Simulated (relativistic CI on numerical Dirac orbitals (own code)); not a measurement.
# d5 in a ligand field

Computed with a parametric ligand-field model of a d^n configuration (Racah B and C, spin-orbit zeta, crystal field), exact diagonalisation.

Field parameters in Wybourne normalisation: D3d B²₀ = −7Dσ, B⁴₀ = −14Dq − 21Dτ, B⁴₃ = −14√(10/7) Dq; D4h B²₀ = −7Ds, B⁴₀ = 21(Dq − Dt), B⁴₄ = 21√(5/14) Dq; Oh B⁴₀ = 21Dq, B⁴₄ = √(5/14) B⁴₀. The field is a parameter set, without covalency.

**Question.** Ground term and bands for B = 670, C = 3330, ζ = 0 cm⁻¹, D3d, 10Dq = 15000, Dσ = -510, Dτ = 120 cm⁻¹?

**Answer.** Ground term 6A1 with 2.00 electrons in the two orbitals of the cubic e set. Spin-allowed: none. Lowest spin-forbidden: 2E 9626 cm⁻¹ (1039 nm), 2A1 9853 cm⁻¹ (1015 nm), 4A2 10496 cm⁻¹ (953 nm). A high-spin d5 ion has no spin-allowed d-d band, hence its pale colour.

**Question.** Ground term and bands for B = 950, C = 3530, ζ = 0 cm⁻¹, Oh, 10Dq = 3250 cm⁻¹?

**Answer.** Ground term 6A1 with 2.00 electrons in the two orbitals of the cubic e set. Spin-allowed: none. Lowest spin-forbidden: 4T1 25582 cm⁻¹ (391 nm), 4T2 26896 cm⁻¹ (372 nm), 4A1+E 27150 cm⁻¹ (368 nm). A high-spin d5 ion has no spin-allowed d-d band, hence its pale colour.

**Question.** Ground term and bands for B = 430, C = 1530, ζ = 0 cm⁻¹, D4h, 10Dq = 10850, Ds = 3000, Dt = 380 cm⁻¹?

**Answer.** Ground term 4E with 1.02 electrons in the two orbitals of the cubic e set. Spin-allowed: 4A2 4705 cm⁻¹ (2126 nm), 4B1 4875 cm⁻¹ (2051 nm), 4E 9993 cm⁻¹ (1001 nm), 4E 12962 cm⁻¹ (772 nm). Lowest spin-forbidden: 2B2 1086 cm⁻¹, 6A1 2357 cm⁻¹, 2A1 5326 cm⁻¹ (1878 nm).

**Question.** Ground term and bands for B = 420, C = 2040, ζ = 0 cm⁻¹, Oh, 10Dq = 8500 cm⁻¹?

**Answer.** Ground term 6A1 with 2.00 electrons in the two orbitals of the cubic e set. Spin-allowed: none. Lowest spin-forbidden: 4T1 7531 cm⁻¹ (1328 nm), 2T2 7989 cm⁻¹ (1252 nm), 4T2 10246 cm⁻¹ (976 nm). A high-spin d5 ion has no spin-allowed d-d band, hence its pale colour.

**Question.** Ground term and bands for B = 420, C = 2050, ζ = 0 cm⁻¹, Oh, 10Dq = 33350 cm⁻¹?

**Answer.** Ground term 2T2 with 0.02 electrons in the two orbitals of the cubic e set. Spin-allowed: 2A2 30618 cm⁻¹ (327 nm), 2T1 30763 cm⁻¹ (325 nm), 2T2 32063 cm⁻¹ (312 nm), 2E 33086 cm⁻¹ (302 nm). Lowest spin-forbidden: 4T1 23603 cm⁻¹ (424 nm), 4T2 26854 cm⁻¹ (372 nm), 6A1 40592 cm⁻¹ (246 nm).
